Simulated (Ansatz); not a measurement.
Total energies of the cluster Be4O4 (the lowest singlet isomer of a short search) from Ansatz at PBE-D4/def2-TZVPD, gas phase (1 Eh = 27.2114 eV = 2625.5 kJ/mol). The reference geometry is relaxed at PBE-D4/def2-SVP.

Cartesian coordinates in Å:
```
Be 0.105 0.971 1.400
Be 0.153 1.392 -0.977
Be -0.153 -1.392 0.977
Be -0.105 -0.971 -1.400
O 0.216 1.978 0.354
O -0.216 -1.978 -0.354
O -0.041 -0.352 1.990
O 0.041 0.352 -1.990
```

```csv
state,geometry,energy (Eh)
charge 0 singlet,reference,-360.07195
charge -1 doublet,reference,-360.08397
free Be atom (singlet),–,-14.62825
free O atom (triplet),–,-75.01069
```

Work out the vertical electron affinity, to the doublet.

E(charge 0 singlet) − E(charge -1 doublet) = -360.07195 − (-360.08397) = 0.01202 Eh = 0.33 eV.

What is the binding energy per atom against free atoms?

Atoms: 4 × (-14.62825) + 4 × (-75.01069) = -358.55576 Eh. Binding: -358.55576 − (-360.07195) = 1.51619 Eh = 41.26 eV, or 5.16 eV for each of 8 atoms (no zero-point energy, no counterpoise term).

At PBE-D4/def2-TZVPD the highest occupied level of the charge -1 doublet lies above zero (up to 1.30 eV). By energy differences its removal costs 0.33 eV (vertical, to the charge 0 singlet, at PBE-D4/def2-TZVPD); a positive level beside a positive removal energy at the same level points to self-interaction error. 

The structure comes from a short search, and lower isomers may exist.
